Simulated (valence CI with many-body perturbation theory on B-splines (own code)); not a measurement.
Tl LXXVII: magnetic and hyperfine properties of the levels

Computed by configuration interaction combined with many-body perturbation theory (CI+MBPT): three valence electrons over a frozen Dirac-Fock core [He], radial functions for each j: 11 s, 11 p, 10 d, 8 f, 5 g, 2 h, with the one-electron correlation potential Σ1, the two-electron term Σ2, the three-electron term Σ3, Breit, model QED; selected CI, second order for the rest, scaled by the run's own slope (own B-spline code, finite nucleus).

The last digits are not significant, and no measured levels were compared; by estimate large intervals hold to a few tenths of a per cent, small ones and those within an open d or f shell to about a per cent.

A/g_I is the dipole constant over the nuclear g factor μ/I (μ in nuclear magnetons, uniformly magnetised nucleus), B/Q the quadrupole constant per barn. Both hold the static response of the core; the bare values leave it out. Large factors of s and p1/2 electrons are usually good to 5 to 10 %; those of open d and f shells near neutrality can be off by tens of per cent, and small factors of p3/2, d and f electrons come from cancelling terms and can be off by a factor of two or in sign, in half-filled shells by more. B is blank for J = 1/2, where it vanishes, and for nearly pure S terms. Energies count from the lowest level.

Levels are named by their leading jj configuration (3d3/2^4 stands for four electrons in 3d with j = 3/2), which in mixed levels can hold well under half, so a name can repeat and another be missing. Letters in brackets count levels of one name in rising energy.

```csv
Level,E (eV),g,A/g_I (MHz),A/g_I bare,B/Q (MHz/b),B/Q bare
(2s^2 2p1/2) J=1/2,0,0.603,1.20e+07,1.19e+07,,
(2s 2p1/2^2) J=1/2,319,1.995,3.57e+07,3.53e+07,,
(2s^2 2p3/2) J=3/2,2222,1.289,1150000,1170000,2320000,2320000
(2s 2p1/2 2p3/2) J=3/2 [a],2448,1.606,8320000,8260000,1820000,1820000
(2s 2p1/2 2p3/2) J=5/2,2490,1.292,1.02e+07,1.02e+07,2080000,2080000
(2s 2p1/2 2p3/2) J=1/2,2574,1.274,-1.40e+07,-1.38e+07,,
(2s 2p1/2 2p3/2) J=3/2 [b],2576,0.968,1510,60100,1120000,1120000
(2p1/2^2 2p3/2) J=3/2,2905,1.299,1080000,1130000,2250000,2260000
(2s 2p3/2^2) J=5/2,4687,1.410,8110000,8070000,227000,227000
(2s 2p3/2^2) J=1/2,4811,1.915,3.60e+07,3.56e+07,,
(2s 2p3/2^2) J=3/2,4812,1.160,-5840000,-5720000,-180000,-181000
(2p1/2 2p3/2^2) J=3/2,5069,1.426,-1090000,-1020000,90200,90300
(2p1/2 2p3/2^2) J=5/2,5092,1.152,3280000,3310000,-6050,-6060
(2p1/2 2p3/2^2) J=1/2,5158,0.603,1.20e+07,1.20e+07,,
(2p3/2^3) J=3/2,7340,1.281,1110000,1160000,-2350000,-2350000
(2s^2 3s) J=1/2,13173,1.976,1.06e+07,1.06e+07,,
(2s^2 3p1/2) J=1/2,13277,0.651,3640000,3630000,,
(2s 2p1/2 3s) J=1/2 [a],13387,2.345,2.06e+07,2.04e+07,,
(2s 2p1/2 3s) J=3/2,13418,1.516,1.95e+07,1.94e+07,-139000,-139000
(2s 2p1/2 3s) J=1/2 [b],13454,0.675,1.84e+07,1.83e+07,,
(2s 2p1/2 3p1/2) J=1/2 [a],13475,0.253,-1950000,-1890000,,
(2s 2p1/2 3p1/2) J=3/2,13506,1.071,1.73e+07,1.71e+07,-134000,-134000
(2s 2p1/2 3p1/2) J=1/2 [b],13560,1.890,3.64e+07,3.60e+07,,
(2p1/2^2 3s) J=1/2,13766,1.977,1.03e+07,1.02e+07,,
(2p1/2^2 3p1/2) J=1/2,13847,0.639,3640000,3630000,,
(2s^2 3p3/2) J=3/2,13933,1.315,363000,372000,722000,723000
(2s^2 3d3/2) J=3/2,13998,0.781,224000,224000,139000,139000
(2s 2p1/2 3p3/2) J=3/2 [a],14145,1.381,1570000,1570000,712000,713000
(2s^2 3d5/2) J=5/2,14163,1.217,2920000,2900000,302000,303000
(2s 2p1/2 3p3/2) J=3/2 [b],14185,1.237,5440000,5410000,253000,254000
(2s 2p1/2 3p3/2) J=5/2,14186,1.269,7000000,6940000,443000,444000
(2s 2p1/2 3p3/2) J=1/2,14189,1.334,-1.53e+07,-1.52e+07,,
(2s 2p1/2 3d3/2) J=3/2 [a],14197,0.574,-2970000,-2920000,139000,140000
(2s 2p1/2 3d3/2) J=5/2,14231,0.990,9700000,9610000,11500,12200
(2s 2p1/2 3d3/2) J=3/2 [b],14250,1.135,9640000,9540000,127000,127000
(2s 2p1/2 3d3/2) J=1/2,14254,0.441,-1.57e+07,-1.55e+07,,
(2s 2p1/2 3d5/2) J=5/2 [a],14379,1.293,2180000,2150000,154000,155000
(2s 2p1/2 3d5/2) J=7/2,14411,1.212,6940000,6880000,9740,10600
(2s 2p1/2 3d5/2) J=5/2 [b],14424,1.075,788000,790000,236000,237000
(2s 2p1/2 3d5/2) J=3/2,14424,1.128,-9100000,-9020000,88500,89100
```

(1) Take the isotope of mass number 205, with I = 1/2, μ = 1.632 μN. What is the hyperfine structure of (2s 2p1/2 2p3/2) J=5/2?

Answers

(1) From the table A = 3.34e+07 MHz. Shifts from the centre of gravity in MHz: F = 2: -5.84e+07, F = 3: 4.18e+07.
